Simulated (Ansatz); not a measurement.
C₂H₆ClFGe, SMILES `C[C](F)(Cl)[GeH3]`. Charge 0, multiplicity 1. Correlated methods include outer-core shells of Ge, which these sets cover unevenly. Scalar relativity is left out up to krypton.

```xyz
11

C    -0.504    0.991    0.941
C    -0.503   -0.346    0.254
F    -0.433   -1.333    1.209
Cl   -2.051   -0.570   -0.627
Ge    0.980   -0.629   -1.050
H    -0.582    1.796    0.211
H     0.425    1.109    1.505
H    -1.349    1.055    1.630
H     0.868    0.444   -2.141
H     2.310   -0.480   -0.293
H     0.839   -2.035   -1.638
```

(1) Give the diagnostics of a CCSD(T)/def2-TZVPP run (frozen core, the Gaussian-basis code of Ansatz). (Estimate.)

Answers

(1) Ansatz gave: T1 = 0.0114, largest single amplitude 0.014, largest double 0.016, (T) share of the correlation energy 3.7 %, 9 CCSD cycles. The RHF solution is stable towards an unrestricted one. T1 lies under the customary mark of 0.02 for closed shells.
